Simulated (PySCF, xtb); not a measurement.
Ti(Cl)(OH)3 (ClH₃O₃Ti), SMILES [OH][Ti]([OH])([OH])[Cl], multiplicity 1. The values are those of a single conformer.

Harmonic wavenumbers (cm⁻¹) from GFN2-xTB (xtb) at its own minimum, in rising order: 59, 136, 142, 143, 168, 168, 191, 193, 292, 297, 329, 413, 623, 697, 699, 3637, 3637, 3639.

What does PySCF 2.14.0 with PBE-D3(BJ)/def2-SVP give at its own minimum? (The exact figures need the calculation; the answer reports its results.)

149, 150, 153, 191, 191, 250, 250, 281, 421, 455, 455, 471, 738, 790, 790, 3766, 3766, 3772. Paired by order, the mean absolute difference is 88 cm⁻¹ and the zero-point energies are 22.1 and 24.4 kcal/mol.
